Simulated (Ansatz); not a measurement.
Consider the cleavage of the Si–Si bond: `CO[SiH](F)[SiH3]` + `CC[SeH]` → `CC[Se][SiH3]` + `CO[SiH2]F`.

Gas-phase electronic energies from Ansatz, PBE0-D4/def2-TZVP geometries. CBS: MP2 limit from def2 TZ/QZ plus the TZ coupled-cluster correction, frozen cores. Functionals use def2-TZVPP. B3LYP here is the variant with VWN-RPA as its local correlation; programs differ in this. HSE06 is defined as in plane-wave codes. For Se outer-core shells are correlated without core-valence functions, which leaves a few kJ/mol of doubt a bond. Scalar relativity is left out up to krypton. Each species was taken in one conformer, which may not be the lowest.

```csv
level,ΔE (kJ/mol),difference from CCSD(T)/CBS
LDA (SPW92),-53.0,17.3
PBE-D4,-55.2,15.1
revPBE-D4,-57.0,13.3
BLYP-D4,-59.7,10.6
r2SCAN-D4,-64.5,5.8
B97M-V,-58.1,12.2
PBE0-D4,-60.5,9.8
B3LYP-D4,-63.4,6.9
r2SCANh-D4,-65.8,4.5
r2SCAN0-D4,-67.6,2.7
HSE06-D4,-60.8,9.5
BHLYP-D4,-69.4,0.9
ωB97X-V,-62.8,7.5
B2PLYP,-68.0,2.3
PBE-QIDH,-69.5,0.8
PBE,-54.4,15.9
revPBE,-54.3,16.0
BLYP,-57.6,12.7
r2SCAN,-64.3,6.0
PBE0,-59.9,10.4
B3LYP,-61.9,8.4
r2SCANh,-65.6,4.7
r2SCAN0,-67.5,2.8
BHLYP,-67.9,2.4
CAM-B3LYP,-62.4,7.9
LC-ωPBE,-60.1,10.2
RPA@PBE/def2-TZVPP,-65.1,5.2
MP2/def2-SVP,-72.4,-2.1
CCSD/def2-SVP,-62.6,7.7
CCSD(T)/def2-SVP,-62.3,8.0
HF/def2-TZVPP,-74.4,-4.1
SCS-MP2/def2-TZVPP,-76.1,-5.8
CCSD/def2-TZVPP,-66.9,3.4
CCSD(T)/def2-TZVPP,-66.8,3.5
HF/def2-QZVPP,-74.7,-4.4
MP2/def2-QZVPP,-80.8,-10.5
SCS-MP2/def2-QZVPP,-77.9,-7.6
HF/CBS(def2),-74.7,-4.4
MP2/CBS(def2),-82.2,-11.9
CCSD/CBS(def2),-70.4,-0.1
CCSD(T)/CBS,-70.3,0
```

Largest T1 diagnostic among the species: 0.012.

From BLYP to BHLYP (50 % exact exchange), in def2-TZVPP and without D4, ΔE moves by −10.3 kJ/mol. Leaving LDA and LC-ωPBE aside and taking each functional with its dispersion term where it has one, the values spread over 14.3 kJ/mol, from PBE-QIDH to PBE-D4.
